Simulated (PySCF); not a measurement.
## Molecular orbitals of TlI

PBE0 at R = 2.853 Å; basis Tl cc-pVTZ-PP with ECP60, I cc-pVTZ-PP with ECP28; scalar-relativistic core potentials; PySCF 2.14. State: ¹Σ⁺ (singlet), closed shell. Only the outer orbitals are listed, counted within each symmetry, core potentials removing the inner ones.

```
orbital  occ.  ε (eV)  on Tl (%)           main shells (%)
     8σ     2  -11.32         84           84 Tl s, 12 I p
     5π     2   -6.88          5                    95 I p
     5π     2   -6.88          5                    95 I p
     9σ     2   -6.86         32  68 I p, 19 Tl p, 12 Tl s
     6π     0   -1.93         95                   95 Tl p
     6π     0   -1.93         95                   95 Tl p
    10σ     0   -0.39         93           90 Tl p, 12 I p
```

Which are the highest filled and the lowest empty level, where do they sit, and how wide is the gap?

Highest filled 9σ at -6.86 eV (in %: 68 I p, 19 Tl p, 12 Tl s); lowest empty 6π at -1.93 eV (in %: 95 Tl p); the gap at PBE0 is 4.93 eV.

The bond order (Mayer) is 1.00 and the ⟨S²⟩ is 0.000. The charge on Tl (Mulliken, basis-dependent) is 0.41 and the charge on Tl (Löwdin, basis-dependent) is 0.19. The dipole moment (positive dipole means Tl(−)I(+)) is -4.53 D. The polarisability along the bond is 115.0 bohr³ and the polarisability across the bond is 52.9 bohr³.

These are scalar-relativistic numbers at best; spin–orbit coupling would shift them, the dissociation energy most.
